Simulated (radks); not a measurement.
Values are calculated unless marked as measured or tabulated.
Sb2+, 49 electrons, occupied as [Kr] 4d10 5s2 5p0.5 6p0.5 (fractional occupations, a model configuration). Code: a radial shooting solver on a logarithmic mesh with Libxc functionals. Model: Dirac Kohn-Sham, XLYP, spin-unpolarised, spherical densities, point nucleus; open shells fill j = l - 1/2 first.

Normalised radial functions P(r) = r R(r) (large component), r in bohr:

```
   r/bohr * 4p1/2, o 4d3/2 (the largest magnitude, 1.14, reaches the edge; | marks zero, & curves that meet)
 0.002142                             &
 0.003406                             &
 0.005418                             o*
 0.008616                             o*
   0.0137                             o  *
  0.02197                             o    *
  0.03494                             |o      *
  0.05557                             |  o       *
  0.08838                             |      o*
   0.1406                        *    |           o
   0.2236             *               |            o
   0.3556                        *    | o
     0.57           o                 |                       *
   0.9066    o                        |                          *
    1.442              o              |         *
    2.293                         o   |*
    3.647                             &
      5.8                             &
    9.225                             &
    14.79                             &
```

4p1/2: eigenvalue -128.35 eV, 2 radial nodes at r = 0.122, 0.386 bohr, <r> = 0.832 bohr, 90 % of the charge inside 1.22 bohr. 4d3/2: eigenvalue -54.813 eV, 1 radial node at r = 0.374 bohr, <r> = 1.02 bohr, 90 % of the charge inside 1.57 bohr.
